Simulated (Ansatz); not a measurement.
`[F][Sb][F]` radical, relaxed with UKS PBE-D4/def2-SVP in the Gaussian-basis code of Ansatz from a rough embedded geometry. The force threshold is 0.03 eV/Å; the program also tests the step.

Total charge 0; spin multiplicity 2. Sb: def2 effective core potential.

Start:

```xyz
3

F    -1.160   -0.079   -0.872
Sb    0.546    0.669   -0.319
F     0.613   -0.590    1.191
```

(1) By how much does the energy fall, and how many steps does the optimiser take? (Best estimate.)

(2) Which bonds change most? (Best estimate.)

(3) Give the relaxed structure. (Estimate.)

Results:

(1) Ansatz gave: 0.03 eV, in 2 steps.

(2) Computed: F1–Sb2 from 1.943 to 1.958 Å; Sb2–F3 from 1.967 to 1.958 Å.

(3) Computed: 
```xyz
3

F    -1.200   -0.047   -0.943
Sb    0.519    0.628   -0.294
F     0.681   -0.582    1.237
```
